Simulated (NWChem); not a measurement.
System: H₂Se₃; SMILES [SeH][Se][SeH]

```xyz
5

Se     0.0000     0.0000     0.9455
Se     1.8674    -0.0195    -0.4548
H      1.9713     1.4444    -0.6121
Se    -1.8674     0.0195    -0.4548
H     -1.9713    -1.4444    -0.6121
```
Atoms are numbered in this order, from 1.

Coordinates come from a PBE0/def2-SVP optimisation.

Symmetry labels are those of C2 in the frame above (b1 and b2, or b-type labels, depend on it).

Q: List the 6 lowest vertical singlet excitations from PBE/def2-SVP, full TDDFT (NWChem).

A: 
| state | energy (eV) | oscillator strength | symmetry | leading excitation (squared amplitude) |
|---|---|---|---|---|
| S1 | 3.58 | 0.011 | b | HOMO → LUMO (0.58) |
| S2 | 3.69 | 0.031 | b | HOMO−1 → LUMO (0.58) |
| S3 | 3.73 | 0.001 | a | HOMO−2 → LUMO (0.90) |
| S4 | 4.05 | 0.004 | a | HOMO → LUMO+1 (0.89) |
| S5 | 4.24 | 0.001 | a | HOMO−1 → LUMO+1 (0.98) |
| S6 | 4.81 | 0.117 | b | HOMO−2 → LUMO+1 (0.84) |
